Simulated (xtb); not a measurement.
GeCl2, SMILES [Cl][Ge][Cl] (connectivity only; charge and spin as stated), neutral, multiplicity 1. All values are semi-empirical tight-binding results from xtb (GFN2-xTB unless named), good for trends rather than for accurate numbers. Geometry: GFN2-xTB. The isomer is the one that the SMILES or the coordinates give; other isomers of the formula were not compared.

For metal compounds this method's bond lengths and energies can be far off.

The point group as xtb finds it is C2v, the orbital gap is 3.77 eV and the zero-point energy is 1.2 kcal/mol. The G − E(el) at 298.15 K (modified RRHO) is -16.8 kcal/mol.
